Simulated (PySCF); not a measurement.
## Calculated data, BGeH₃NO, BGeH₅NSi, CH₄BGeN, B₃GeH₆ and others

Computed with PySCF 2.14.0. Calculation on a computer-drawn molecule: optimised geometry and harmonic frequencies of an isolated molecule of the commonest isotopes, restricted reference for singlets and unrestricted otherwise, frozen core in MP2; on germanium a core potential holds 10 electrons, which the energies leave out, and 3d is frozen in MP2 and coupled-cluster steps.

Common to all runs: method HF.

(1) BGeH₃NO

Start structure:
```xyz
7
BGeH3NO
B     -0.7027    -0.0147     0.6892
N     -0.5760    -0.3819    -0.4783
Ge    -0.4815    -0.6420    -2.4194
O     -2.1924    -0.0052    -2.8080
H     -0.7883     0.1958     1.8100
H      0.5440     1.1410    -2.6684
H     -2.3318     0.7477    -2.3290
```

- charge: -1
- multiplicity: 1
- basis: aug-cc-pVDZ
- basis and core potential on germanium: aug-cc-pVDZ-PP ECP10MDF
- rotational constants: 10.24, 3.125, 2.465 GHz
- total energy: -449.1876 hartree
- convergence status largest gradient component: 3.497e-05 hartree/bohr

Drawn bonds:
```
atom  other atom  order
   1           2      2
   2           3      1
   3           4      1
   1           5      1
   3           6      1
   4           7      1
```

Optimised structure:
```xyz
7
BGeH3NO
B     -0.6663    -0.0398     0.7643
N     -0.5876    -0.1229    -0.4647
Ge    -0.3885    -0.5243    -2.3836
O     -2.1184    -0.0089    -2.8903
H     -0.7437     0.0456     1.9358
H      0.3385     0.8957    -2.7016
H     -2.3625     0.7954    -2.4637
```

Modes:
```
frequency (cm⁻¹)  reduced mass (dalton)
             118                  3.707
           173.4                  3.032
           233.6                  1.952
           339.7                  2.102
           396.4                  9.511
           570.3                  12.11
             753                  1.052
           783.7                  1.082
           790.1                  1.358
             807                  1.361
           954.1                  1.147
            1721                  1.022
            1965                  4.707
            2903                  1.216
            4173                  1.066
```

(2) BGeH₅NSi

Start structure:
```xyz
9
BGeH5NSi
B     -1.8656    -2.0117    -2.0903
N     -0.6275    -2.0258    -1.7922
Ge     1.0298    -1.9640    -1.3123
Si     1.1606    -1.9694     1.0852
H     -2.9506    -1.9729    -2.3540
H      1.6525    -3.2047    -1.8572
H      1.6610    -0.8733    -2.0771
H      2.4843    -1.6644     1.5501
H      0.2329    -0.9155     1.6372
```

- charge: 0
- multiplicity: 2
- basis: cc-pV(D+d)Z
- basis and core potential on germanium: cc-pVDZ-PP ECP10MDF
- rotational constants: 6.322, 2.168, 1.661 GHz
- total energy: -664.3454 hartree
- spin squared: 0.7572
- convergence status largest gradient component: 9.081e-06 hartree/bohr

Drawn bonds:
```
atom  other atom  order
   1           2      2
   2           3      1
   3           4      1
   1           5      1
   3           6      1
   3           7      1
   4           8      1
   4           9      1
```

Optimised structure:
```xyz
9
BGeH5NSi
B     -1.9179    -2.0498    -2.1327
N     -0.7197    -2.0205    -1.8177
Ge     1.0316    -1.9681    -1.3189
Si     1.1250    -1.8911     1.0800
H     -3.0507    -2.0783    -2.4351
H      1.7248    -3.2286    -1.8455
H      1.6732    -0.7395    -1.9747
H      2.5172    -1.8979     1.5953
H      0.3938    -0.7279     1.6387
```

Modes:
```
frequency (cm⁻¹)  reduced mass (dalton)
           85.85                  2.487
           110.7                  1.303
           169.8                  3.224
           222.6                  4.817
           364.7                  8.907
           411.3                  1.074
             570                  1.368
           573.6                  4.095
           629.8                  1.207
           757.4                  1.071
           820.9                  1.334
           824.8                  1.344
           834.4                   1.07
           949.4                  1.026
           995.9                  1.052
            1984                  5.004
            2204                  1.024
            2223                  1.018
            2287                  1.031
            2302                  1.052
            2982                  1.201
```

(3) CH₄BGeN

Start structure:
```xyz
8
CH4BGeN
B     -2.4729     0.0183     1.7000
N     -1.4582     0.6652     1.7498
Ge     0.0988     1.6274     1.8356
C      0.7663     1.0637    -0.1341
H     -3.5159    -0.5856     1.7443
H      0.8890     0.0234    -0.1666
H     -0.0453     1.3906    -0.8353
H      1.6769     1.5842    -0.3590
```

* charge: 0
* multiplicity: 1
* basis: cc-pVDZ
* basis and core potential on germanium: cc-pVDZ-PP ECP10MDF
* rotational constants: 10.25, 3.319, 2.547 GHz
* total energy: -412.7217 hartree
* convergence status largest gradient component: 3.34e-05 hartree/bohr

Drawn bonds:
```
atom  other atom  order
   1           2      2
   2           3      1
   3           4      1
   1           5      1
   4           6      1
   4           7      1
   4           8      1
```

Optimised structure:
```xyz
8
CH4BGeN
B     -2.5463    -0.0050     1.7593
N     -1.4641     0.6013     1.6411
Ge     0.0913     1.5878     1.7219
C      0.7703     1.1209    -0.1001
H     -3.5642    -0.5791     1.8616
H      0.8917     0.0350    -0.1773
H      0.0344     1.4216    -0.8537
H      1.7256     1.6047    -0.3180
```

Modes:
```
frequency (cm⁻¹)  reduced mass (dalton)
           95.33                  1.047
           126.3                  3.054
           147.8                  4.152
           295.7                  4.043
           537.3                  8.696
           561.5                  4.355
           632.2                  1.149
           808.7                  1.344
           826.8                  1.292
           834.1                  1.357
            1336                  1.231
            1535                  1.053
            1546                  1.061
            1936                  5.208
            2977                  1.191
            3150                  1.033
            3234                    1.1
            3256                  1.104
```

(4) B₃GeH₆

Start structure:
```xyz
10
B3GeH6
B     -3.7964     1.9487    -0.1299
B     -2.3253     1.8434     0.5675
B     -2.1382     0.7411     1.6954
Ge    -1.3862    -1.1136     1.4446
H     -4.0117     1.5064    -1.1706
H     -4.5474     2.7476     0.2964
H     -1.5689     2.6225     0.2579
H     -2.3455     0.9066     2.7939
H     -1.9623    -2.2919     0.5210
H     -0.0011    -1.5717     1.8051
```

- charge: 1
- multiplicity: 1
- basis: cc-pVDZ
- basis and core potential on germanium: cc-pVDZ-PP ECP10MDF
- rotational constants: 14.87, 1.601, 1.526 GHz
- total energy: -370.5746 hartree
- convergence status largest gradient component: 1.696e-05 hartree/bohr

Drawn bonds:
```
atom  other atom  order
   1           2      1
   2           3      1
   3           4      1
   1           5      1
   1           6      1
   2           7      1
   3           8      1
   4           9      1
   4          10      1
```

Optimised structure:
```xyz
10
B3GeH6
B     -3.8141     2.1002    -0.2715
B     -2.4169     1.8424     0.6340
B     -2.1441     0.6591     1.7835
Ge    -1.2988    -1.1809     1.3578
H     -3.9540     1.5656    -1.3357
H     -4.6701     2.8341     0.1285
H     -1.4876     2.5881     0.4513
H     -2.3855     0.7815     2.9493
H     -2.1092    -2.4116     0.9898
H      0.1971    -1.4394     1.3943
```

Modes:
```
frequency (cm⁻¹)  reduced mass (dalton)
           86.53                  3.395
           151.8                  1.426
           175.3                  1.649
           259.7                  1.655
             333                  1.361
           409.6                  1.053
           471.6                  3.042
           532.5                  1.194
           594.8                  1.185
           643.7                  1.104
           724.1                  2.203
           815.6                  1.437
           898.6                  1.675
           927.5                  1.237
           966.4                  1.358
            1017                  1.578
            1118                   2.85
            1243                  1.216
            2299                  1.016
            2317                  1.026
            2671                  1.084
            2690                  1.058
            2742                  1.091
            2778                  1.122
```

(5) B₂GeH₆N

Start structure:
```xyz
10
B2GeH6N
B     -0.9795    -0.7244     2.0840
B     -1.6886    -0.7032     0.5955
N     -2.3205     0.3887    -0.0915
Ge    -3.0765     0.3247    -1.6543
H      0.2930    -0.5869     2.1637
H     -1.4201    -0.9102     2.9378
H     -1.7590    -1.7317     0.0077
H     -2.2340     1.3397     0.3949
H     -3.7066     1.5456    -2.2528
H     -3.0897    -1.1019    -2.2058
```

* charge: 1
* multiplicity: 1
* basis: cc-pVDZ
* basis and core potential on germanium: cc-pVDZ-PP ECP10MDF
* rotational constants: 31.86, 1.742, 1.675 GHz
* total energy: -400.4257 hartree
* convergence status largest gradient component: 3.588e-05 hartree/bohr

Drawn bonds:
```
atom  other atom  order
   1           2      1
   2           3      1
   3           4      1
   1           5      1
   1           6      1
   2           7      1
   3           8      1
   4           9      1
   4          10      1
```

Optimised structure:
```xyz
10
B2GeH6N
B     -0.8865    -0.7041     2.0821
B     -1.6739    -0.7672     0.5777
N     -2.2839     0.3883    -0.0893
Ge    -3.0901     0.3017    -1.6367
H      0.2919    -0.5020     2.1479
H     -1.4923    -0.8917     3.0978
H     -1.7732    -1.7971    -0.0338
H     -2.2428     1.2889     0.3592
H     -3.6767     1.5648    -2.2148
H     -3.1540    -1.0413    -2.3110
```

Modes:
```
frequency (cm⁻¹)  reduced mass (dalton)
             115                  3.094
           178.6                  3.071
             240                  1.014
           296.9                  3.692
           313.7                  1.313
             545                  1.142
           599.1                  1.232
           711.9                  1.114
             754                  1.992
           832.1                  1.191
           873.7                  4.078
           910.4                  1.081
           983.3                  1.492
            1020                  1.674
            1130                  2.271
            1208                   1.32
            1279                  1.302
            1459                  1.516
            2350                  1.015
            2386                  1.027
            2687                  1.073
            2702                  1.073
            2777                  1.123
            3762                  1.077
```
